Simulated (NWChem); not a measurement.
System meant: AlH₄O₄ anion; SMILES [OH][Al-]([OH])([OH])[OH]

Input file for NWChem:

```
start job
memory heap 200 mb stack 900 mb global 1100 mb
charge -1
geometry units angstroms noautoz
  Al     0.000000     0.000000     0.000000
  O      1.122239    -1.038891    -0.934247
  H      1.970821    -0.627491    -1.117178
  O     -1.038891    -1.122239     0.934247
  H     -0.627491    -1.970821     1.117178
  O      1.038891     1.122239     0.934247
  H      0.627491     1.970821     1.117178
  O     -1.122239     1.038891    -0.934247
  H     -1.970821     0.627491    -1.117178
end
basis spherical
  * library def2-svp
end
dft
  odft
  mult 2
  xc b3lyp
  iterations 150
  mulliken
end
task dft energy
```

End of the output:

```
 Summary of "ao basis" -> "" (spherical)
 ------------------------------------------------------------------------------
       Tag                 Description            Shells   Functions and Types
 ---------------- ------------------------------  ------  ---------------------
 *                          def2-svp                  on all atoms

                                 NWChem DFT Module
                                 -----------------

 Summary of "ao basis" -> "ao basis" (spherical)
 ------------------------------------------------------------------------------
       Tag                 Description            Shells   Functions and Types
 ---------------- ------------------------------  ------  ---------------------
 Al                         def2-svp                 8       18   4s3p1d
 O                          def2-svp                 6       14   3s2p1d
 H                          def2-svp                 3        5   2s1p

 Summary of "ao basis" -> "ao basis" (spherical)
 ------------------------------------------------------------------------------
       Tag                 Description            Shells   Functions and Types
 ---------------- ------------------------------  ------  ---------------------
 Al                         def2-svp                 8       18   4s3p1d
 O                          def2-svp                 6       14   3s2p1d
 H                          def2-svp                 3        5   2s1p

      Symmetry analysis of basis
      --------------------------

        a          24
        b          24
        e+         23
        e-         23

  number of electrons :                   50
  multiplicity        :                    2
 ------------------------------------------------------------------------
  no. of electrons and multiplicity not compatible                  50
 ------------------------------------------------------------------------
 ------------------------------------------------------------------------
  current input line :
    25: task dft energy
 ------------------------------------------------------------------------
 ------------------------------------------------------------------------
 There is an error in the input file
 ------------------------------------------------------------------------
 For more information see the NWChem manual at https://nwchemgit.github.io

0: no. of electrons and multiplicity not compatible:Received an Error in Communication
```

### Question
Find the fault in this run and fix the input.

### Answer
The program refused the input. Cause: the multiplicity doesn't fit the number of electrons (an even count wants an odd multiplicity, and the reverse). This input runs:
```
start job
memory heap 200 mb stack 900 mb global 1100 mb
charge -1
geometry units angstroms noautoz
  Al     0.000000     0.000000     0.000000
  O      1.122239    -1.038891    -0.934247
  H      1.970821    -0.627491    -1.117178
  O     -1.038891    -1.122239     0.934247
  H     -0.627491    -1.970821     1.117178
  O      1.038891     1.122239     0.934247
  H      0.627491     1.970821     1.117178
  O     -1.122239     1.038891    -0.934247
  H     -1.970821     0.627491    -1.117178
end
basis spherical
  * library def2-svp
end
dft
  xc b3lyp
  iterations 150
  mulliken
end
task dft energy
```
It converges to -545.69516 Ha (B3LYP/def2-SVP).
